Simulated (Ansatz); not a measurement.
Basis-set series for `[SiH3][O][GeH]`. The species carries charge 0 and has multiplicity 1. The structure was optimised at the PBE0-D4/def2-TZVP level.

```xyz
7

Si    0.4233    0.2885   -0.9063
O     0.0190    0.0032    0.6605
Ge   -1.3168   -0.8782    1.4608
H    -0.5612   -0.3427   -1.8300
H     1.7710   -0.2748   -1.1745
H     0.4450    1.7537   -1.1476
H    -0.7804   -0.5496    2.9370
```

```json
{"functional": "PBE0-D4", "basis": "def2-SVP", "functions": "84", "energy (Eh)": "-2443.26328", "HOMO (eV)": "-6.77", "LUMO (eV)": "-2.46"}
{"functional": "PBE0-D4", "basis": "def2-TZVPP", "functions": "177", "energy (Eh)": "-2443.72677", "HOMO (eV)": "-6.82", "LUMO (eV)": "-2.51"}
{"functional": "ωB97M-V", "basis": "def2-SVP", "functions": "84", "energy (Eh)": "-2443.56425", "HOMO (eV)": "-8.90", "LUMO (eV)": "-0.44"}
{"functional": "ωB97M-V", "basis": "def2-TZVPP", "functions": "177", "energy (Eh)": "-2444.03025", "HOMO (eV)": "-8.98", "LUMO (eV)": "-0.53"}
```

Give the rows for def2-QZVPP. (Best estimate.)

Computed: 
```
functional       basis  functions  energy (Eh)  HOMO (eV)  LUMO (eV)
   PBE0-D4  def2-QZVPP        336  -2443.78700      -6.86      -2.56
   ωB97M-V  def2-QZVPP        336  -2444.08801      -9.02      -0.67
```

Scalar relativity is left out up to krypton.
